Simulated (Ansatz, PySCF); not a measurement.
1-methylcyclopentene (C₆H₁₀), SMILES CC1=CCCC1. Atoms are numbered in the order given.

```xyz
16

C      2.2289     0.2947    -0.0411
C      0.7437     0.1555    -0.0446
C     -0.1693     1.0901    -0.3668
C     -1.5761     0.5541    -0.3200
C     -1.4117    -0.7706     0.4567
C      0.0674    -1.1615     0.2714
H      2.5469     1.3084    -0.3264
H      2.6477     0.0683     0.9555
H      2.6947    -0.4220    -0.7411
H      0.0759     2.1097    -0.6824
H     -1.9596     0.3837    -1.3465
H     -2.2936     1.2423     0.1602
H     -2.1148    -1.5547     0.1348
H     -1.6011    -0.5832     1.5270
H      0.4964    -1.6614     1.1583
H      0.2102    -1.8657    -0.5735
```

The structure is a stationary point at r2SCAN-D4/def2-SVP. The values are those of a single conformer.

Vertical ionisation energy (IE) and electron affinity (EA) in eV. Rows of orbital energies are one-electron estimates. Where ΔSCF, EOM or ADC give a negative EA the extra electron is unbound and the value depends on the basis.

```
level                                                                     IE     EA
----------------------------------------------------------------------  ----  -----
−ε(HOMO), −ε(LUMO), r2SCAN/def2-TZVP (PySCF)                            5.57   0.07
−ε(HOMO), −ε(LUMO), PBE/def2-TZVP (PySCF)                               5.41   0.32
ΔSCF, ωB97X-V/def2-SVPD (Ansatz), final states of multiplicity 2 and 2   [?]    [?]
ΔSCF, PBE/def2-SVPD (Ansatz), final states of multiplicity 2 and 2      8.40  -1.66
```

Complete the blanks. (Estimate from the structure and the level; the computed values follow.)


- ΔSCF, ωB97X-V/def2-SVPD (Ansatz, an electronic-structure program), final states of multiplicity 2 and 2, IE: 8.61
- ΔSCF, ωB97X-V/def2-SVPD (Ansatz), final states of multiplicity 2 and 2, EA: -2.30

What vertical singlet–triplet gap does ΔSCF give with ωB97X-V/def2-SVPD (Ansatz) and with PBE/def2-SVPD (Ansatz)? (An estimate is asked for; the answer gives what the named calculation found.)

4.29 and 4.16 eV (triplet above singlet where positive).
